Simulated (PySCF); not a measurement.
C₇H₁₀F (doublet state).
Structure used (GFN2-xTB), in Å, numbered top down from 1:
```
atom  x, y, z in Å
C1     2.1740    0.2495   -0.2786
C2     0.7346    0.2464   -0.8491
C3    -0.1205    1.2318   -0.1527
C4    -0.9381    0.7798    0.9859
F5    -1.7539    1.7978    1.4440
C6    -1.7991   -0.4304    0.5880
C7    -0.9566   -1.4423   -0.1233
C8     0.1662   -1.1426   -0.7549
H9     2.1596   -0.0508    0.7660
H10    2.7985   -0.4453   -0.8350
H11    2.6037    1.2451   -0.3513
H12    0.8160    0.5213   -1.9098
H13   -0.1312    2.2675   -0.4349
H14   -0.3103    0.4966    1.8521
H15   -2.2658   -0.8665    1.4733
H16   -2.6006   -0.0804   -0.0706
H17   -1.3251   -2.4585   -0.1100
H18    0.7398   -1.9127   -1.2508
```

The hyperfine couplings belong to this conformer and change with its torsions.

The species is `[C@H]1(F)CC=C[C@@H]([CH]1)C` [radical].

Method used: PySCF, UKS B3LYP, pcH-1 on C F H, non-relativistic, mean-field spin-orbit, GIAO. Isolated species at its GFN2-xTB geometry (one conformer only). The geometry wasn't refined by DFT: couplings that depend on bond lengths, twists or pyramidal angles can differ widely from those at the functional's own minimum. The SCF solution wasn't tested for stability.

Question: Where do the isotropic ENDOR lines of F5, H14, H13, H12, H15, H17, H9/H10/H11, H16 and H18 fall at 1207.5 mT, to first order?

Answer: For S = 1/2 in fast tumbling each set of equivalent nuclei gives two lines, ν± = |νn ± a/2| to first order, with νn = g_N μN B/h and μN/h = 7.62259 MHz/T.

```json
{"nuclei": "F5", "isotope": "19F", "g_N": "5.2577", "νn (MHz)": "48.39", "a_iso (MHz)": "1.86", "lower line (MHz)": "47.46", "upper line (MHz)": "49.32"}
{"nuclei": "H14", "isotope": "1H", "g_N": "5.5857", "νn (MHz)": "51.41", "a_iso (MHz)": "117.49", "lower line (MHz)": "7.33", "upper line (MHz)": "110.16"}
{"nuclei": "H13", "isotope": "1H", "g_N": "5.5857", "νn (MHz)": "51.41", "a_iso (MHz)": "-64.63", "lower line (MHz)": "19.10", "upper line (MHz)": "83.73"}
{"nuclei": "H12", "isotope": "1H", "g_N": "5.5857", "νn (MHz)": "51.41", "a_iso (MHz)": "37.30", "lower line (MHz)": "32.76", "upper line (MHz)": "70.06"}
{"nuclei": "H15", "isotope": "1H", "g_N": "5.5857", "νn (MHz)": "51.41", "a_iso (MHz)": "7.52", "lower line (MHz)": "47.65", "upper line (MHz)": "55.17"}
{"nuclei": "H17", "isotope": "1H", "g_N": "5.5857", "νn (MHz)": "51.41", "a_iso (MHz)": "4.01", "lower line (MHz)": "49.40", "upper line (MHz)": "53.42"}
{"nuclei": "H9/H10/H11", "isotope": "1H", "g_N": "5.5857", "νn (MHz)": "51.41", "a_iso (MHz)": "3.84", "lower line (MHz)": "49.49", "upper line (MHz)": "53.33"}
{"nuclei": "H16", "isotope": "1H", "g_N": "5.5857", "νn (MHz)": "51.41", "a_iso (MHz)": "-3.69", "lower line (MHz)": "49.57", "upper line (MHz)": "53.26"}
{"nuclei": "H18", "isotope": "1H", "g_N": "5.5857", "νn (MHz)": "51.41", "a_iso (MHz)": "1.11", "lower line (MHz)": "50.86", "upper line (MHz)": "51.97"}
```

Question: Which pairs are centred on the nuclear Larmor frequency, and which on half the coupling?

Answer: Centred on νn, since |a| < 2νn: F5, H13, H12, H15, H17, H9/H10/H11, H16 and H18. Centred on |a|/2 and split by 2νn: H14.

Class means assume fast exchange of nuclei equivalent by connectivity; if that motion is slow, each nucleus keeps its own coupling. The three 1H nuclei of mean +3.8 MHz run from -3.8 to 16.8 MHz in the frozen geometry.
